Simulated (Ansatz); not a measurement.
**Which is lower?**

The two ends of one reaction step of BHClF₃, closed shell (PBE0-D4/def2-TZVP).

A:

B1  (-0.963, -0.342, 0.129)
Cl2  (1.981, 0.165, -0.647)
F3  (-1.390, -0.257, -1.108)
F4  (-0.707, -1.513, 0.660)
H5  (1.944, 1.202, 0.104)
F6  (-0.865, 0.745, 0.864)
(Å)

B:

```
6
angstrom
B -0.2331 -0.7523 -0.4446
Cl 1.4360 -0.5508 -0.9457
F -1.1980 -0.2483 -1.1710
F -0.5180 -1.5004 0.5906
H 0.6830 1.6968 0.9424
F -0.1697 1.3548 1.0284
```

Program: Ansatz 0.2.0. Basis: def2-TZVPP. Cores are frozen in the correlated methods. B3LYP uses VWN-RPA correlation.

(1) Which structure is lower at CCSD(T), and by how much? (Judge from chemistry; the value comes from the calculation.)

No T1 diagnostic of these runs exceeds 0.012.

## Answers

(1) The calculation gives: A, by 0.656 eV (electronic energy, against the other). By their contacts, A is a complex of BF₃ ([F][B]([F])[F]) + HCl and B is a complex of BClF₂ ([F][B]([F])[Cl]) + HF.

All methods give the same order:

```json
{"method": "SPW92", "E(B) − E(A) (eV)": "0.573"}
{"method": "PBE-D4", "E(B) − E(A) (eV)": "0.553"}
{"method": "BLYP-D4", "E(B) − E(A) (eV)": "0.633"}
{"method": "r2SCAN-D4", "E(B) − E(A) (eV)": "0.619"}
{"method": "B97M-V", "E(B) − E(A) (eV)": "0.657"}
{"method": "PBE0-D4", "E(B) − E(A) (eV)": "0.591"}
{"method": "B3LYP-D4", "E(B) − E(A) (eV)": "0.663"}
{"method": "r2SCAN0-D4", "E(B) − E(A) (eV)": "0.640"}
{"method": "BHLYP-D4", "E(B) − E(A) (eV)": "0.711"}
{"method": "CAM-B3LYP-D4", "E(B) − E(A) (eV)": "0.690"}
{"method": "wB97X-V", "E(B) − E(A) (eV)": "0.622"}
{"method": "wB97M-V", "E(B) − E(A) (eV)": "0.624"}
{"method": "B2PLYP", "E(B) − E(A) (eV)": "0.659"}
{"method": "PBE-QIDH", "E(B) − E(A) (eV)": "0.614"}
{"method": "RPA on PBE", "E(B) − E(A) (eV)": "0.668"}
{"method": "HF", "E(B) − E(A) (eV)": "0.816"}
{"method": "MP2", "E(B) − E(A) (eV)": "0.604"}
{"method": "CCSD", "E(B) − E(A) (eV)": "0.687"}
{"method": "CCSD(T)", "E(B) − E(A) (eV)": "0.656"}
```

Labels in which every atom is bracketed show which atoms are joined, not bond orders.

For scale, one of the runs: CCSD(T)/def2-TZVPP, 180 basis functions, launched by `ansatz run in.yaml --threads 4 --pin off --events-out ev --progress --plain --max-ram 9574MiB`. The run took 46 s on 4 CPU threads of an Arm Neoverse V1 (shared host), with 1.9 GiB of host memory at its peak.
